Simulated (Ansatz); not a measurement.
Program: Ansatz. Geometries: PBE0-D4/def2-TZVP. ΔE: electronic, gas phase. CCSD(T)/CBS adds triple-zeta CCSD(T) − MP2 to the extrapolated MP2 energy (def2 sets, frozen cores). This one scheme is used for every species, atoms too. DFT in def2-TZVPP. Open shells (•) are unrestricted, without spin–orbit coupling. Spin–orbit coupling would lower the free atoms: a little for C, Cl, F. For Zn outer-core shells are correlated without core-valence functions, so the limit isn't a true one: a few kJ/mol of doubt a bond, and 10 to 20 or more in all where bonds break to atoms. Scalar relativity is left out up to krypton. One conformer a species, not always the lowest.

Consider the atomization: `[F][Zn][CH2]Cl` → C• + Cl• + F• + 2 H• + Zn (atom).

CCSD(T)/CBS gives +429.9 kcal/mol.

**Question.** Another level gave +422.2 kcal/mol. Which?
A. r2SCAN0/def2-TZVPP
B. CAM-B3LYP/def2-TZVPP
C. CCSD(T)/def2-TZVPP
D. ωB97X-V/def2-TZVPP

**Answer.** A. r2SCAN0 422.2, CAM-B3LYP 425.2, ωB97X-V 431.7, CCSD(T)/def2-TZVPP 415.6 kcal/mol.

Largest T1 diagnostic among the species: 0.017.

Leaving LDA and LC-ωPBE aside and taking each functional with its dispersion term where it has one, the values, not all of them listed here, spread over 34.9 kcal/mol, from BHLYP-D4 to PBE-D4. LDA lies +65.4 kcal/mol from PBE without D4, its usual overbinding. The D4 term adds +4.1 kcal/mol with B3LYP and +2.1 kcal/mol with PBE0; it sums over pairs of atoms, weighted by their polarisabilities, and B3LYP, whose exchange is more repulsive, gets the larger term. From BLYP to BHLYP (50 % exact exchange), in def2-TZVPP and without D4, ΔE moves by −14.6 kcal/mol: exact exchange takes away binding that semilocal exchange gives to molecules.

B3LYP here is the variant with VWN-RPA as its local correlation; programs differ in this.

For atomizations the MP2-based limit and the directly extrapolated one differ by several kJ/mol either way, and by 10 to 25 for some Ge, Se and Sn compounds, so smaller differences from it don't rank the levels.
